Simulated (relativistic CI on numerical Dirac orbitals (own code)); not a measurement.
Calculated at this level of theory: Dirac-Coulomb-Breit CI, orbitals from a KLI potential per configuration, a model potential for QED, unscaled Slater integrals (own radial code, finite nucleus).

The strongest absorption lines from the ground level of an ion, among the configurations computed and to levels below about 1680 eV (vacuum wavelength in Å, gf): 7.4182 (0.12), 26.370 (0.55), 26.753 (1), 26.936 (0.42), 29.314 (0.47), 39.401 (0.34), 40.159 (1.1), 41.190 (0.49).

Problem. Which ion is it?
A. W LVI
B. Dy L
C. Dy XLVIII
D. Ce XL

Solution. C. Dy XLVIII has 19 electrons and the ground level 3s2.3p6.3d 2D_3/2; the strongest line goes to 3s2.3p5.3d2 2F°_5/2. The pattern of lines fixes the number of electrons, and along that sequence the line energies rise steadily with the charge (about as its square where n changes within one kind of shell, about linearly where n is kept but much faster in heavy ions where fine structure, which grows about as Z⁴, sets the gap, and irregularly where shells cross), which fixes Z. Configurations outside the model, such as inner-shell arrays, can give stronger lines. At this charge energies of transitions that change n are usually good to better than 1 %, and those within a shell (Δn = 0) to a few per cent.

LS names give the leading component of a level, which can be under half, so a name can repeat, a term be missing and a line seem to break the LS rules.
